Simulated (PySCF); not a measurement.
# SMILES c1cccc(/C=C/C#N)c1, C9H7N

Geometry (Å), atoms numbered from 1 in this order:
```xyz
17

N     4.946    0.349    0.071
C     3.836    0.084    0.206
C     2.485   -0.251    0.380
C     1.502    0.426   -0.235
C     0.080    0.169   -0.129
C    -0.456   -0.856    0.656
C    -1.822   -1.054    0.717
C    -2.681   -0.238   -0.002
C    -2.165    0.782   -0.785
C    -0.801    0.984   -0.846
H     2.300   -1.087    1.040
H     1.777    1.253   -0.880
H     0.195   -1.504    1.223
H    -2.221   -1.850    1.329
H    -3.748   -0.398    0.048
H    -2.830    1.421   -1.347
H    -0.403    1.782   -1.457
```

Method: PySCF 2.14.0, TDDFT LC-wPBE/def2-SVPD excited states, vertical, gas phase. Geometry: GFN2-xTB.

Problem. Give the one- and two-photon strengths of the lowest singlets.

Solution. δ for parallel linear polarisation; σ at the peak of a Lorentzian of half width 0.1 eV, single beam; Ω is circular over linear.
```
state  E (eV)      f  photon λ (nm)  δ (au)  σ (GM)     Ω                                  main
   S1    4.89  0.662            508     173    1.51  0.72                        HOMO→LUMO 0.93
   S2    5.19  0.019            478    44.5    0.44  1.47    HOMO−1→LUMO 0.58, HOMO→LUMO+1 0.28
   S3    6.60  0.391            376    0.15    0.00  1.45    HOMO→LUMO+1 0.58, HOMO−1→LUMO 0.35
   S4    6.61  0.000            375    0.15    0.00  1.45  HOMO−3→LUMO 0.77, HOMO−3→LUMO+4 0.11
   S5    6.64  0.225            373     149    2.41  0.76  HOMO−1→LUMO+1 0.54, HOMO−2→LUMO 0.28
```

Among these, the strongest one-photon state is S1, the strongest two-photon state S5, with a dipole change of 0.4 D (relaxed, norm of the difference vector).
